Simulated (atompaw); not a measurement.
**Logarithmic derivatives: beryllium, PAW (atompaw)**

* Element: beryllium
* Generator: atompaw 4.2.0.5
* Type: PAW
* Functional: PBE
* Relativity: scalar-relativistic
* Frozen core: none
* Valence charge: 4
* Reference configuration: 1s2 2s2 2p0
* Partial waves: 1s (bound): rc 0.40 bohr; 2s (bound): rc 3.00 bohr; 2p (bound, empty): rc 3.00 bohr; 2p channel at 0.55 Ry: rc 3.00 bohr; 3d channel at 0.2 Ry: rc 3.00 bohr; 3d channel at 1.55 Ry: rc 3.00 bohr
* Local potential: bessel scheme, radius 2.50 bohr
* Core correction: none
* Augmentation charge: besselshape compensation charge, radius 2.75 bohr; PAW radius 3.00 bohr; waves and projectors: custom rrkj gramschmidtortho

The phase is arctan(r·u′/u) with u = r·R(r), unwrapped; energies in Ry, scanned from -10 to 5 Ry. A pole is an energy at which the radial function vanishes at the test radius. The pseudo phase is shifted by a multiple of π to meet the all-electron one at the reference energy, and phase errors are pseudo minus all-electron; the curves can meet again beyond the range given. Levels narrower than the energy grid can be missing from the lists of poles.

| channel | radius (bohr) | reference energy (Ry) | poles, all-electron | poles, pseudo | unbroken range about the reference energy with phases within 0.05 rad | phase error 1 Ry above the reference energy (rad) |
| --- | --- | --- | --- | --- | --- | --- |
| s | 3.01 | -0.41 | 0.21, 4.60 | 0.21 | below 1.4 | +0.002 |
| p | 3.01 | -0.15 | 0.48, 4.02 | 0.48, 4.23 | below 2.0 | +0.000 |
| d | 3.01 | 0.20 | 2.41 | 2.41 | below 4.2 | +0.000 |

Phases in the s channel:

```
E (Ry)  all-electron  pseudo
-10.00         1.463   1.462
 -9.76         1.462   1.461
 -9.52         1.460   1.459
 -9.28         1.459   1.458
 -9.04         1.457   1.456
 -8.80         1.456   1.454
 -8.56         1.454   1.453
 -8.32         1.452   1.451
 -8.08         1.450   1.449
 -7.84         1.448   1.447
 -7.60         1.446   1.445
 -7.36         1.444   1.442
 -7.12         1.442   1.440
 -6.88         1.439   1.438
 -6.64         1.437   1.435
 -6.40         1.434   1.432
 -6.16         1.431   1.429
 -5.92         1.428   1.426
 -5.68         1.425   1.423
 -5.44         1.421   1.419
 -5.20         1.417   1.415
 -4.96         1.413   1.411
 -4.72         1.409   1.406
 -4.48         1.404   1.401
 -4.24         1.398   1.396
 -4.00         1.392   1.389
 -3.76         1.385   1.383
 -3.52         1.378   1.375
 -3.28         1.369   1.366
 -3.04         1.359   1.356
 -2.80         1.348   1.344
 -2.56         1.334   1.331
 -2.32         1.318   1.314
 -2.08         1.297   1.292
 -1.84         1.269   1.265
 -1.60         1.232   1.227
 -1.36         1.175   1.170
 -1.12         1.080   1.074
 -0.88         0.880   0.874
 -0.64         0.293   0.288
 -0.40        -0.845  -0.845
 -0.16        -1.330  -1.331
  0.08        -1.511  -1.512
  0.32        -1.610  -1.611
  0.56        -1.681  -1.680
  0.80        -1.745  -1.740
  1.04        -1.813  -1.799
  1.28        -1.900  -1.868
  1.52        -2.031  -1.958
  1.76        -2.269  -2.091
  2.00        -2.780  -2.313
  2.24        -3.580  -2.719
  2.48        -4.090  -3.339
  2.72        -4.325  -3.862
  2.96        -4.449  -4.154
  3.20        -4.526  -4.316
  3.44        -4.578  -4.416
  3.68        -4.617  -4.482
  3.92        -4.648  -4.531
  4.16        -4.673  -4.567
  4.40        -4.696  -4.596
  4.64        -4.716  -4.620
  4.88        -4.735  -4.641
```
